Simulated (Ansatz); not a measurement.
Ansatz (a program for electronic structure) input (SVWN5/6-31G* with LANL2DZ past Ar): The .json file joins the Basis Set Exchange's 6-31G* for atoms up to Ar and LANL2DZ past it.

Ansatz 0.2 input:
```yaml
crystal:
  periodic: [false, false, false]
  atoms:
    - {symbol: I, position_ang: [-1.81008000, 0.09986600, 0.02018400]}
    - {symbol: C, position_ang: [-0.01622900, -0.88569000, -0.19891700]}
    - {symbol: I, position_ang: [1.81254100, 0.03414600, 0.01725300]}
    - {symbol: H, position_ang: [-0.03308700, -1.78854000, -0.79067700]}
basis:
  gaussian:
    orbitals: 6-31Gs+LANL2DZ.json
hamiltonian:
  xc: {name: SVWN5}
magnetization: {spin_polarized: true, initial_magnetization: 1}
output: {forces: true}
```

Output:

```
Functional definition: SVWN5
integrals: 0.01 GiB planned
418 factors; integrals over basis functions are off by at most 5.6e-4 eV
mean field: 0.08 GiB planned
mean field evaluation 1: about -1652.7917 eV, gradient 3.4e1 eV
mean field evaluation 2: about -1630.4425 eV, gradient 5.7e1 eV
mean field evaluation 4: about -1658.9030 eV, gradient 2.2e0 eV
mean field evaluation 8: about -1658.9331 eV, gradient 6.9e-2 eV
mean field evaluation 16: about -1656.5228 eV, gradient 6.5e0 eV
mean field -1658.93313859 eV, -60.9646683779 hartree, gradient 6.1e-5 eV, S^2 0.752980; 1 other end points of the search recorded, 0 dependent functions left out
the calculation of the forces begins
reference -1658.93316410 eV, -60.9646693152 hartree; 11, 10 occupied and 22, 23 virtual orbitals, 418 factors
Total energy: -1658.93316410 eV, -60.9646693152 hartree
Atom 0 at    -1.810080     0.099866     0.020184 Å, force    -0.129525     0.057381     0.024041 eV/Å
Atom 1 at    -0.016229    -0.885690    -0.198917 Å, force     0.005545     0.296952     0.194884 eV/Å
Atom 2 at     1.812541     0.034146     0.017253 Å, force     0.131560     0.052645     0.023830 eV/Å
Atom 3 at    -0.033087    -1.788540    -0.790677 Å, force    -0.007580    -0.406978    -0.242756 eV/Å
Dipole moment:    -0.000488    -0.021662    -0.117960 e Å
```

The geometry given is a B3LYP-D3(BJ)/def2-TZVP minimum.
